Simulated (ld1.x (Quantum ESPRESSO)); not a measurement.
## u(r) = r·R(r): atom against pseudo-atom (technetium)

Columns: radius, all-electron u(r) and pseudo u(r) of the 5s shell (level -5.04 eV) of technetium in the configuration [Kr] 4d5 5s2 5p0; PBE, scalar-relativistic, TM scheme, ld1.x (Quantum ESPRESSO) 7.5.

```json
{"r (bohr)": "0.188", "all-electron": "0.0333", "pseudo": "0.0886"}
{"r (bohr)": "0.375", "all-electron": "0.1429", "pseudo": "0.1533"}
{"r (bohr)": "0.562", "all-electron": "-0.1153", "pseudo": "0.1811"}
{"r (bohr)": "0.750", "all-electron": "-0.2747", "pseudo": "0.1780"}
{"r (bohr)": "0.938", "all-electron": "-0.2580", "pseudo": "0.1643"}
{"r (bohr)": "1.125", "all-electron": "-0.1333", "pseudo": "0.1609"}
{"r (bohr)": "1.312", "all-electron": "0.0302", "pseudo": "0.1821"}
{"r (bohr)": "1.500", "all-electron": "0.1908", "pseudo": "0.2395"}
{"r (bohr)": "1.688", "all-electron": "0.3280", "pseudo": "0.3336"}
{"r (bohr)": "1.875", "all-electron": "0.4352", "pseudo": "0.4352"}
{"r (bohr)": "2.062", "all-electron": "0.5138", "pseudo": "0.5138"}
{"r (bohr)": "2.250", "all-electron": "0.5674", "pseudo": "0.5674"}
{"r (bohr)": "2.438", "all-electron": "0.5996", "pseudo": "0.5996"}
{"r (bohr)": "2.625", "all-electron": "0.6145", "pseudo": "0.6145"}
{"r (bohr)": "2.812", "all-electron": "0.6157", "pseudo": "0.6157"}
{"r (bohr)": "3.000", "all-electron": "0.6064", "pseudo": "0.6064"}
{"r (bohr)": "3.188", "all-electron": "0.5891", "pseudo": "0.5891"}
{"r (bohr)": "3.375", "all-electron": "0.5661", "pseudo": "0.5661"}
{"r (bohr)": "3.562", "all-electron": "0.5390", "pseudo": "0.5390"}
{"r (bohr)": "3.750", "all-electron": "0.5092", "pseudo": "0.5092"}
{"r (bohr)": "3.938", "all-electron": "0.4780", "pseudo": "0.4780"}
{"r (bohr)": "4.125", "all-electron": "0.4465", "pseudo": "0.4465"}
{"r (bohr)": "4.312", "all-electron": "0.4152", "pseudo": "0.4152"}
{"r (bohr)": "4.500", "all-electron": "0.3844", "pseudo": "0.3844"}
{"r (bohr)": "4.688", "all-electron": "0.3548", "pseudo": "0.3548"}
{"r (bohr)": "4.875", "all-electron": "0.3266", "pseudo": "0.3266"}
```

Problem. How many radial nodes do the two functions have?

Solution. The all-electron 5s function has n − l − 1 = 4 (the table is too coarse to show those close to the nucleus); the pseudo-wave has 0, since the states of the same l below it are removed with the core.

Problem. At about which radius was the pseudo-wave matched?

Solution. 1.95 bohr, where the columns begin to agree (steps of 0.19 bohr).

Problem. Where does each function peak?

Solution. Outermost all-electron maximum near 2.81 bohr, pseudo maximum near 2.81 bohr (to the table’s step).

Problem. Is the pseudo-wave norm-conserving?

Solution. Yes: the TM scheme keeps the norm inside the radius equal to the all-electron one, which fixes the energy derivative of the logarithmic derivative at the level.
